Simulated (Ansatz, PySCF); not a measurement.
Bond stretch in HBr, singlet.

- UHF/def2-SVP (Ansatz, an electronic-structure program)
- RHF/def2-SVP (Ansatz)
- UKS-PBE = unrestricted PBE/def2-SVP in Ansatz
- RKS-PBE = Ansatz with restricted PBE/def2-SVP
- UKS-PBE0 = unrestricted PBE0/def2-SVP in Ansatz
- RKS-PBE0 = restricted PBE0/def2-SVP run with Ansatz
- UKS-B3LYP/6-31G* = unrestricted B3LYP/6-31G*, spherical d (PySCF 2.14.0)
- RKS-B3LYP/6-31G* = restricted B3LYP/6-31G*, spherical d (PySCF 2.14.0)
- UKS-BP86/6-31G* = PySCF with unrestricted BP86/6-31G*, spherical d
- RKS-BP86/6-31G* = restricted BP86/6-31G*, spherical d run with PySCF
- UKS-M06-2X/6-31G* = PySCF 2.14.0 with unrestricted M06-2X/6-31G*, spherical d
- RKS-M06-2X/6-31G* = restricted M06-2X/6-31G*, spherical d (PySCF)

Scanned distances (Å): 1.15, 1.23, 1.28, 1.35, 1.40, 1.42, 1.44, 1.48, 1.57, 1.67, 1.75, 1.90, 2.12, 2.37, 2.56, 2.84, 3.16, 3.48, 3.84, 4.30, 4.98, 5.68.

Problem. Where does the unrestricted solution first break spin symmetry (<S²> of 0.01 or more)?

Solution. UHF: between 1.75 and 1.90 Å; UKS-PBE: between 2.12 and 2.37 Å; UKS-PBE0: between 2.12 and 2.37 Å; UKS-B3LYP/6-31G*: between 2.12 and 2.37 Å; UKS-BP86/6-31G*: between 2.37 and 2.56 Å; UKS-M06-2X/6-31G*: between 2.12 and 2.37 Å.

| R / Å | <S²> UHF | E(RHF) − E(UHF) / kJ/mol | <S²> UKS-PBE | E(RKS-PBE) − E(UKS-PBE) / kJ/mol | <S²> UKS-PBE0 | E(RKS-PBE0) − E(UKS-PBE0) / kJ/mol | <S²> UKS-B3LYP/6-31G* | E(RKS-B3LYP/6-31G*) − E(UKS-B3LYP/6-31G*) / kJ/mol | <S²> UKS-BP86/6-31G* | E(RKS-BP86/6-31G*) − E(UKS-BP86/6-31G*) / kJ/mol | <S²> UKS-M06-2X/6-31G* | E(RKS-M06-2X/6-31G*) − E(UKS-M06-2X/6-31G*) / kJ/mol |
|---|---|---|---|---|---|---|---|---|---|---|---|---|
| 1.15 | 0.00 | 0.0 | 0.00 | 0.0 | 0.00 | 0.0 | 0.00 | 0.0 | 0.00 | 0.0 | 0.00 | 0.0 |
| 1.23 | 0.00 | 0.0 | 0.00 | 0.0 | 0.00 | 0.0 | 0.00 | 0.0 | 0.00 | 0.0 | 0.00 | 0.0 |
| 1.28 | 0.00 | 0.0 | 0.00 | 0.0 | 0.00 | 0.0 | 0.00 | 0.0 | 0.00 | 0.0 | 0.00 | 0.0 |
| 1.35 | 0.00 | 0.0 | 0.00 | 0.0 | 0.00 | 0.0 | 0.00 | 0.0 | 0.00 | 0.0 | 0.00 | 0.0 |
| 1.40 | 0.00 | 0.0 | 0.00 | 0.0 | 0.00 | 0.0 | 0.00 | 0.0 | 0.00 | 0.0 | 0.00 | 0.0 |
| 1.42 | 0.00 | 0.0 | 0.00 | 0.0 | 0.00 | 0.0 | 0.00 | 0.0 | 0.00 | 0.0 | 0.00 | 0.0 |
| 1.44 | 0.00 | 0.0 | 0.00 | 0.0 | 0.00 | 0.0 | 0.00 | 0.0 | 0.00 | 0.0 | 0.00 | 0.0 |
| 1.48 | 0.00 | 0.0 | 0.00 | 0.0 | 0.00 | 0.0 | 0.00 | 0.0 | 0.00 | 0.0 | 0.00 | 0.0 |
| 1.57 | 0.00 | 0.0 | 0.00 | 0.0 | 0.00 | 0.0 | 0.00 | 0.0 | 0.00 | 0.0 | 0.00 | 0.0 |
| 1.67 | 0.00 | 0.0 | 0.00 | 0.0 | 0.00 | 0.0 | 0.00 | 0.0 | 0.00 | 0.0 | 0.00 | 0.0 |
| 1.75 | 0.00 | 0.0 | 0.00 | 0.0 | 0.00 | 0.0 | 0.00 | 0.0 | 0.00 | 0.0 | 0.00 | 0.0 |
| 1.90 | 0.17 | 2.8 | 0.00 | 0.0 | 0.00 | 0.0 | 0.00 | 0.0 | 0.00 | 0.0 | 0.00 | 0.0 |
| 2.12 | 0.59 | 45.7 | 0.00 | 0.0 | 0.00 | 0.0 | 0.00 | 0.0 | 0.00 | 0.0 | 0.00 | 0.0 |
| 2.37 | 0.81 | 120.2 | 0.04 | 0.1 | 0.44 | 13.0 | 0.32 | 7.7 | 0.00 | 0.0 | 0.54 | 22.8 |
| 2.56 | 0.90 | 178.6 | 0.46 | 10.0 | 0.67 | 38.6 | 0.57 | 26.4 | 0.35 | 5.5 | 0.75 | 57.8 |
| 2.84 | 0.96 | 257.5 | 0.74 | 37.5 | 0.84 | 81.2 | 0.78 | 61.0 | 0.67 | 27.5 | 0.89 | 112.4 |
| 3.16 | 0.99 | 332.9 | 0.87 | 68.2 | 0.93 | 125.0 | 0.90 | 98.4 | 0.83 | — | 0.95 | 165.8 |
| 3.48 | 1.00 | 392.6 | 0.93 | 92.4 | 0.97 | 159.6 | 0.95 | 128.4 | 0.90 | — | 0.99 | 207.8 |
| 3.84 | 1.00 | 443.7 | 0.96 | 111.5 | 0.99 | 188.0 | 0.98 | 153.3 | 0.94 | — | 1.00 | 242.9 |
| 4.30 | 1.01 | 489.7 | 0.99 | 126.6 | 1.00 | 211.5 | 1.00 | 174.3 | 0.97 | — | 1.00 | 273.5 |
| 4.98 | 1.01 | 531.4 | 1.00 | 137.4 | 1.00 | 230.2 | 1.00 | 190.9 | 0.99 | — | 1.00 | 300.5 |
| 5.68 | 1.01 | 556.3 | 1.00 | 141.6 | 1.00 | 239.5 | 1.00 | 199.0 | 1.00 | — | 1.00 | 315.7 |

A dash means that the run gave no value there, or that the column was ended at a point which the program doubted or which failed a test of continuity chosen for this set; such a test can also cut sound points.
